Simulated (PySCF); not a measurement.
Vertical excitations of a molecule C₂H₆F₂Si from PySCF 2.14.0 with TDDFT-PBE/def2-SVPD, as energy in eV (oscillator strength): 6.74 (0.005), 7.10 (0.028), 7.50 (0.004), 7.70 (0.056), 7.98 (0.005), 8.00 (0.036), 8.08 (0.064), 8.23 (0.042), 8.36 (0.017), 8.38 (0.015). Lowest triplet (TDA): 6.48 eV. Coordinates come from a B3LYP-D3(BJ)/def2-SVP optimisation. Other conformers were not sampled.

Problem. Which molecule gave these data?
A. C[SiH2]C(F)F
B. C[Si@H](F)CF
C. C[C@@H](F)[SiH2]F
D. CC[SiH](F)F

Solution. A, C[SiH2]C(F)F
